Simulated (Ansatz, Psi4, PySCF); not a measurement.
cadmium atom (Cd), singlet (core potentials on Cd). Base run: CAMB3LYP/def2-SVPD (PySCF).

Input for PySCF:
```python
from pyscf import gto, scf, dft

mol = gto.Mole()
mol.atom = '''
    Cd    0.00000000    0.00000000    0.00000000
'''
mol.basis = 'def2-svpd'
mol.ecp = {'Cd': 'def2-svpd'}
mol.verbose = 3
mol.build()

mf = dft.RKS(mol)
mf.xc = 'camb3lyp'
mf.kernel()
```

The same geometry, method and basis name were run in Ansatz (an electronic-structure program) and Psi4 and PySCF, at each program's defaults and at the settings that a row names. The base is PySCF at its defaults. Differences at the defaults can come from grids, fitting, cores and function types together.

```
code and settings                                                                             ΔE vs base (mEh)  basis functions      E (Eh)  SCF cycles
--------------------------------------------------------------------------------------------  ----------------  ---------------  ----------  ----------
PySCF, defaults (exact integrals, its default grid, spherical functions)                                 0.000               34  -167.70982           7
Psi4, defaults (density fitting with its default set, its default grid, spherical functions)            -0.077               34  -167.70990           9
Ansatz, defaults (factorised integrals, its default grid, spherical functions)                           0.006               34  -167.70981           -
PySCF, density fitting with def2-universal-jkfit                                                        -0.080               34  -167.70990           7
PySCF, fine grid                                                                                         0.000               34  -167.70982           7
Psi4, exact integrals, spherical functions, fine grid                                                    0.000               34  -167.70982          10
Ansatz, high accuracy                                                                                    0.000               34  -167.70982           -
```
